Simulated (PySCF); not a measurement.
How methods differ on the ionisation energy of Hf²⁺

Hf²⁺ [Xe] 4f14 5d2 (3F) → Hf³⁺ [Xe] 4f14 5d1 (2D), as a difference of total energies. Computed with PySCF 2.14 in aug-cc-pVDZ-PP with ECP60MDF (5s5p4d2f, 54 functions), with a scalar-relativistic core potential. Correlated levels: valence: 5s2 5p6 frozen. The calculations carry no spin-orbit coupling.

```json
{"method": "UHF", "ionisation energy (eV)": "21.518"}
{"method": "LDA", "ionisation energy (eV)": "22.583"}
{"method": "PBE", "ionisation energy (eV)": "22.585"}
{"method": "PBE0", "ionisation energy (eV)": "22.506"}
{"method": "r2SCAN", "ionisation energy (eV)": "22.469"}
{"method": "TPSS", "ionisation energy (eV)": "22.418"}
{"method": "MN15", "ionisation energy (eV)": "22.051"}
{"method": "B97-3", "ionisation energy (eV)": "22.252"}
{"method": "PW91", "ionisation energy (eV)": "22.651"}
{"method": "MP2 (valence)", "ionisation energy (eV)": "21.577"}
{"method": "SCS-MP2 (valence)", "ionisation energy (eV)": "21.538"}
```

Task: How much does correlation contribute at MP2 (valence)?

Result: 21.577 − (21.518) = 0.059 eV, measured against UHF.

The reference lies between the lowest fine-structure levels, while these numbers refer to the centres of the terms.

Errors of the correlated levels include the incompleteness of this basis and the frozen core.

For comparison: 22.55 ± 0.04 eV (theoretical estimate listed by NIST; NIST Atomic Spectra Database, ionization energies).
